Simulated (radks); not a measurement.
Values are calculated unless marked as measured or tabulated.
Sm, configuration [Xe] 4f6 6s2.

Level of theory: scalar-relativistic Kohn-Sham, PBEsol, spin-polarised, spherical densities, point nucleus; open shells are filled with parallel spins first (spin-orbit coupling, left out, can overturn this in heavy ions) (a radial shooting solver on a logarithmic mesh with Libxc functionals).

Energy parts (eV):
total: -283644.78
kinetic: 303198.42
electron-nucleus: -690680.93
Hartree: 110146.15
exchange-correlation: -6308.42

Orbitals (lengths in bohr, moments of r in powers of bohr; r(max) is where P^2 peaks):
| orbital | occ. | eigenvalue (eV) | <r^4> | r(max) | <1/r> |
|---|---|---|---|---|---|
| 1s up | 1 | -46659.22 | 1.318e-06 | 0.01449 | 68.80 |
| 1s down | 1 | -46659.22 | 1.318e-06 | 0.01449 | 68.80 |
| 2s up | 1 | -7623.986 | 0.0002122 | 0.08217 | 15.93 |
| 2s down | 1 | -7623.946 | 0.0002122 | 0.08217 | 15.93 |
| 2p up | 3 | -6801.419 | 0.0001573 | 0.06636 | 14.95 |
| 2p down | 3 | -6801.392 | 0.0001573 | 0.06636 | 14.95 |
| 3s up | 1 | -1670.140 | 0.008351 | 0.2338 | 5.824 |
| 3s down | 1 | -1668.264 | 0.008325 | 0.2337 | 5.829 |
| 3p up | 3 | -1413.039 | 0.008737 | 0.2291 | 5.490 |
| 3p down | 3 | -1411.174 | 0.008705 | 0.2290 | 5.495 |
| 3d up | 5 | -1064.674 | 0.007055 | 0.1877 | 5.211 |
| 3d down | 5 | -1063.231 | 0.007016 | 0.1876 | 5.216 |
| 4s up | 1 | -332.8714 | 0.2091 | 0.5395 | 2.447 |
| 4s down | 1 | -328.2643 | 0.2089 | 0.5393 | 2.447 |
| 4p up | 3 | -248.4067 | 0.2748 | 0.5632 | 2.251 |
| 4p down | 3 | -243.7989 | 0.2749 | 0.5629 | 2.251 |
| 4d up | 5 | -129.9568 | 0.4466 | 0.5878 | 1.974 |
| 4d down | 5 | -125.3569 | 0.4506 | 0.5874 | 1.973 |
| 4f up | 6 | -3.6982 | 6.851 | 0.6137 | 1.369 |
| 5s up | 1 | -44.2087 | 7.304 | 1.256 | 0.9447 |
| 5s down | 1 | -41.5036 | 7.833 | 1.269 | 0.9271 |
| 5p up | 3 | -23.9397 | 15.09 | 1.426 | 0.7931 |
| 5p down | 3 | -21.9145 | 16.82 | 1.449 | 0.7721 |
| 6s up | 1 | -3.6904 | 665.9 | 3.624 | 0.2945 |
| 6s down | 1 | -3.4521 | 761.5 | 3.758 | 0.2839 |

The highest occupied level is 6s down at -3.452 eV. The density falls to 0.001 e/bohr^3 at r = 5.29 bohr. Spin moment in Bohr magnetons: 6.
